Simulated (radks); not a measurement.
The numbers below are computed, except where a source is named.
Species: the krypton ion Kr4+. Configuration: [Ar] 3d10 4s2 4p2.

Code: a radial shooting solver on a logarithmic mesh with Libxc functionals. Model: Dirac Kohn-Sham, relativistic LDA (MacDonald-Vosko exchange, VWN5 correlation), spin-unpolarised, spherical densities, finite nucleus; open shells fill j = l - 1/2 first; Fermi nuclear charge, rms radius 4.1884 fm.

Energy parts (hartree):
total: -2779.55257
kinetic: 2848.06788
electron-nucleus: -6651.63767
Hartree: 1112.45183
exchange-correlation: -88.43462

Orbitals (lengths in bohr, moments of r in powers of bohr; <r^-3> diverges for s and p1/2):
\begin{tabular}{lrrr}
orbital & occ. & eigenvalue (hartree) & <r^-3> \\ \hline
1s1/2 & 2 & -519.5799 & - \\
2s1/2 & 2 & -70.30841 & - \\
2p1/2 & 2 & -63.85855 & - \\
2p3/2 & 4 & -61.89431 & 1421 \\
3s1/2 & 2 & -11.71095 & - \\
3p1/2 & 2 & -9.41868 & - \\
3p3/2 & 4 & -9.12794 & 212.3 \\
3d3/2 & 4 & -5.09828 & 27.83 \\
3d5/2 & 6 & -5.04999 & 26.87 \\
4s1/2 & 2 & -2.68165 & - \\
4p1/2 & 2 & -2.10451 & - \\
4p3/2 & 0 & -2.06767 & 27.13 \\
4d3/2 & 0 & -1.23322 & 2.446 \\
4d5/2 & 0 & -1.22903 & 2.378 \\
5s1/2 & 0 & -1.05152 & - \\
\end{tabular}

The highest occupied level is 4p1/2 at -57.267 eV. The electron density at the nucleus is 4.893e+04 e/bohr^3. The density falls to 0.001 e/bohr^3 at r = 3.04 bohr. For comparison, the ionisation energy in NIST's Atomic Spectra Database is 64.7 eV (semi-empirical). In exact Kohn-Sham theory the highest level is minus the ionisation energy, but local and semilocal functionals leave it too shallow, through self-interaction and a potential that decays too fast; potentials with the right tail come closer.

Beside tabulated values, note that spin-unpolarised runs miss the spin-polarisation part of the exchange energy of open shells.
